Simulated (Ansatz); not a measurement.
Reaction (isomerisation): `O[SiH2]C(O)O` → `OC(O)(O)[SiH3]`

Computed with Ansatz on PBE0-D4/def2-TZVP structures; ΔE is electronic, products minus reactants. CCSD(T)/CBS is the MP2 limit (def2-TZVPP, def2-QZVPP) plus CCSD(T) − MP2 in def2-TZVPP, frozen cores. Functionals use def2-TZVPP. Each species was taken in one conformer, which may not be the lowest.

CCSD(T)/CBS gives +1.31 eV.

Question: Another level gave +1.20 eV. Which?
A. PBE0-D4/def2-TZVPP
B. CCSD/def2-TZVPP
C. PBE-D4/def2-TZVPP
D. MP2/def2-TZVPP

Answer: A. PBE0-D4 1.20, CCSD/def2-TZVPP 1.30, MP2/def2-TZVPP 1.35, PBE-D4 1.16 eV.

Largest T1 diagnostic among the species: 0.012.

From PBE to PBE0 (25 % exact exchange), in def2-TZVPP and without D4, ΔE moves by +0.04 eV.
